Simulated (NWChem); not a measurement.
SiNH3O, singlet; SMILES [Si](O)N

```xyz
6

Si    -0.6591     0.0603     0.0000
O      0.4103     1.3490     0.0000
H      1.3631     1.2022     0.0000
N      0.4148    -1.2944     0.0000
H      1.4323    -1.2941     0.0000
H      0.0480    -2.2412     0.0000
```
Atoms are numbered in this order, from 1.

Computed with NWChem. Pople sets run with spherical d functions. Low-valent species are run as closed-shell singlets; no triplet was tried in these runs. Geometry: optimised at PBE0/def2-SVP. Core excitations by TDA in a window of 1s orbitals, non-relativistic and unshifted: absolute energies depend strongly on the exact-exchange share.

```tsv
level	first 1s excitation (eV)	dipole oscillator strength of the first	first state with f > 0.002 (eV)	dipole oscillator strength of that state
Si K edge, B3LYP/6-311G**	1795.9	0.0064	1795.9	0.0064
Si K edge, BHandHLYP/cc-pVTZ	___	___	___	___
O K edge, B3LYP/def2-TZVP	518.0	0.0108	518.0	0.0108
O K edge, BHandHLYP/6-311G**	531.2	0.0161	531.2	0.0161
```

Problem. Fill in the missing entries.

Solution. 
- Si K edge, BHandHLYP/cc-pVTZ, first 1s excitation (eV): 1821.7
- Si K edge, BHandHLYP/cc-pVTZ, dipole oscillator strength of the first: 0.0091
- Si K edge, BHandHLYP/cc-pVTZ, first state with f > 0.002 (eV): 1821.7
- Si K edge, BHandHLYP/cc-pVTZ, dipole oscillator strength of that state: 0.0091
